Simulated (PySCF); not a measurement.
Electron correlation in Br²⁺ (bromine, charge +2)

[Ar] 3d10 4s2 4p3, high-spin 4S determinant. All numbers are calculated (PySCF 2.14, the spin-free X2C one-electron Hamiltonian (Gaussian nucleus), in cc-pVDZ-DK (5s4p2d, 27 functions)). Frozen: [Ar] 3d10; 5 electrons correlated.

MP2 pair energies summed by pair of shells (mhartree):

```tsv
pair	energy	share (%)
4s-4p	-37.29	66.5
4p-4p	-13.28	23.7
4s-4s	-5.51	9.8
```

Total MP2 correlation energy: -56.08 mhartree.

Same-spin part -14.69 and opposite-spin part -41.39 mhartree; SCS-MP2 scales them by 1/3 and 6/5 to -54.56 mhartree.

```
  level  correlation energy (mhartree)
   CCSD                         -70.59
    (T)                          -0.54
CCSD(T)                         -71.13
```

Diagnostics: T1 = 0.0014, D1 = 0.0024, largest double amplitude 0.057.

**Question.** Is a single reference adequate?

**Answer.** Yes, within this model without spin-orbit coupling: T1 lies below 0.03 and no double amplitude reaches 0.07.
